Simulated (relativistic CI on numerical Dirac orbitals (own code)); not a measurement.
**Electric-dipole lines of Cs³⁹⁺**

These numbers are calculated, not measured: Dirac-Coulomb-Breit CI, separate exchange-only KLI orbitals for each configuration, a model potential for QED, unscaled Slater integrals (own radial code, finite nucleus).

Configuration list (outside the closed core [Ne]): 3s²3p⁴, 3s3p⁵, 3s²3p³3d, 3p⁶, 3s3p⁴3d, 3p⁵3d, 3s3p³3d², 3s²3p²3d4p, 3p⁵4s, 3s3p³3d4s, 3p⁵4p, 3s²3p³4s, 3s²3p²3d², 3s²3p3d³, 3s3p²3d³, 3s²3p3d²4s, 3p⁴3d², 3p³3d³, 3p³3d²4s, 3s²3p²3d4s, 3s3p²3d²4s, 3s²3p3d4s². Double excitations out of closed p, d and f shells are left out; levels of such configurations are missing from the list, as are those of other unlisted configurations, and high levels can miss mixing partners.

```tsv
λ vac (nm)	Lower	Upper	A (s⁻¹)	E lower (eV)	E upper (eV)
4.3786	3s²3p³3d ³D°3 [12]	3s²3p²3d² ¹D2 [145]	4.18e+11	198.694	481.850
4.4203	3s²3p³3d ³F°2 [5]	3s²3p²3d² ⁵D1 [98]	7.02e+11	159.160	439.647
4.4452	3s²3p³3d ³F°4 [11]	3s²3p²3d² ³G5 [123]	1.78e+11	181.723	460.641
4.4653	3s²3p³3d ³F°3 [8]	3s²3p²3d² ³F2 [101]	4.64e+11	164.631	442.294
4.4666	3s²3p³3d ³F°4 [11]	3s²3p²3d² ⁵P3 [122]	8.50e+11	181.723	459.302
4.4694	3s²3p³3d ⁵D°4 [23]	3s²3p²3d² ³D3 [196]	6.80e+11	257.187	534.593
4.4746	3s²3p³3d ³F°3 [8]	3s²3p²3d² ³F3 [100]	6.73e+11	164.631	441.715
4.4864	3s²3p³3d ³P°2 [10]	3s²3p²3d² ³F3 [117]	2.50e+11	178.004	454.358
4.4947	3s²3p³3d ³D°3 [12]	3s²3p²3d² ³P2 [137]	4.09e+11	198.694	474.538
4.5063	3s²3p³3d ³D°3 [21]	3s²3p²3d² ³P2 [188]	5.60e+11	255.234	530.370
4.5173	3s²3p³3d ³P°2 [10]	3s²3p²3d² ³F2 [113]	3.42e+11	178.004	452.467
4.5313	3s²3p³3d ³F°2 [5]	3s²3p²3d² ³P2 [94]	3.68e+11	159.160	432.778
4.5409	3s²3p⁴ ³P2 [1]	3s²3p³3d ³S°1 [30]	7.54e+11	0.000	273.038
4.5512	3s²3p³3d ³P°2 [10]	3s3p⁴3d ³S1 [110]	6.91e+11	178.004	450.427
4.5524	3s²3p³3d ³F°4 [11]	3s²3p²3d² ³F4 [115]	6.67e+11	181.723	454.075
4.5632	3s²3p³3d ³D°3 [12]	3s²3p²3d² ³G3 [132]	4.81e+11	198.694	470.398
4.5638	3s²3p⁴ ³P2 [1]	3s²3p³3d ³P°2 [29]	7.48e+11	0.000	271.669
4.5897	3s²3p⁴ ³P2 [1]	3s²3p³3d ³D°3 [28]	6.48e+11	0.000	270.134
4.5899	3s²3p⁴ ³P1 [3]	3s²3p³3d ³P°1 [48]	4.78e+11	82.683	352.807
4.5957	3s²3p⁴ ¹S0 [2]	3s²3p³3d ¹P°1 [32]	5.74e+11	13.198	282.980
4.6161	3s²3p³3d ³G°5 [27]	3s²3p²3d² ³H6 [197]	2.27e+11	268.075	536.665
4.6302	3s²3p⁴ ³P1 [3]	3s²3p³3d ³P°0 [46]	9.48e+11	82.683	350.457
4.6720	3s²3p⁴ ¹D2 [4]	3s²3p³3d ¹F°3 [50]	5.80e+11	89.926	355.306
4.7096	3s²3p³3d ³F°4 [26]	3s²3p²3d² ³G5 [183]	2.67e+11	265.308	528.568
4.7164	3s²3p⁴ ¹D2 [4]	3s²3p³3d ³P°1 [48]	3.16e+11	89.926	352.807
4.7596	3s²3p³3d ³G°5 [27]	3s²3p²3d² ³G5 [183]	2.68e+11	268.075	528.568
4.7838	3s²3p³3d ³F°4 [11]	3s²3p²3d² ⁵F5 [99]	2.17e+11	181.723	440.898
4.9638	3s²3p³3d ³F°2 [5]	3s²3p²3d² ³G3 [78]	2.12e+11	159.160	408.938
4.9863	3s²3p³3d ³F°3 [8]	3s²3p²3d² ³H4 [82]	1.72e+11	164.631	413.281
5.0354	3s²3p³3d ⁵D°1 [6]	3s²3p²3d² ⁵F2 [79]	2.22e+11	162.821	409.046
5.3856	3s²3p³3d ³G°4 [20]	3s3p⁴3d ¹F3 [141]	2.80e+11	248.912	479.126
5.5664	3s²3p⁴ ¹D2 [4]	3s3p⁵ ¹P°1 [39]	5.18e+11	89.926	312.665
5.6656	3s²3p³3d ³F°2 [5]	3s3p⁴3d ³G3 [63]	1.07e+11	159.160	377.996
5.7122	3s²3p⁴ ³P1 [3]	3s²3p³3d ¹D°2 [38]	2.49e+11	82.683	299.733
5.7760	3s²3p⁴ ³P0 [9]	3s²3p³3d ¹P°1 [70]	4.64e+11	177.820	392.474
5.8748	3s²3p³3d ⁵D°4 [23]	3s3p⁴3d ³F4 [131]	1.80e+11	257.187	468.231
5.9094	3s²3p⁴ ¹D2 [4]	3s²3p³3d ¹D°2 [38]	1.91e+11	89.926	299.733
5.9826	3s²3p³3d ³G°5 [27]	3s3p⁴3d ³G5 [139]	2.22e+11	268.075	475.315
6.0268	3s²3p⁴ ³P2 [1]	3s3p⁵ ³P°2 [14]	1.31e+11	0.000	205.722
6.0586	3s²3p³3d ³F°3 [8]	3s3p⁴3d ³F4 [59]	1.62e+11	164.631	369.273
6.0885	3s²3p³3d ³G°4 [20]	3s²3p²3d² ³H5 [114]	1.41e+11	248.912	452.548
6.0931	3s²3p³3d ¹D°2 [38]	3s²3p²3d² ³F3 [161]	3.31e+11	299.733	503.218
6.1148	3s²3p⁴ ¹D2 [4]	3s²3p³3d ¹F°3 [36]	1.67e+11	89.926	292.687
6.1208	3s²3p³3d ³D°3 [12]	3s3p⁴3d ³F4 [72]	1.41e+11	198.694	401.256
6.2400	3s²3p⁴ ³P2 [1]	3s²3p³3d ³D°3 [12]	1.22e+11	0.000	198.694
```

Terms are leading LS components. Brackets give the number of a level in order of energy, since labels repeat. The list gives strong lines, with weight on those to low levels, without lines whose two gauges differ by over a factor of 2.5, among the lowest 200 of 2790 levels, so that lines to higher ones, which can be the strongest, are missing. Levels whose partners in the same complex of configurations lie outside the list can be far off, and so can their lines. Rates are taken at the computed energies, electric ones in the length gauge.

At this charge energies of transitions that change n are usually good to better than 1 %, and those within a shell (Δn = 0) to a few per cent.

LS names give the leading component of a level, which can be under half, so a name can repeat, a term be missing and a line seem to break the LS rules.
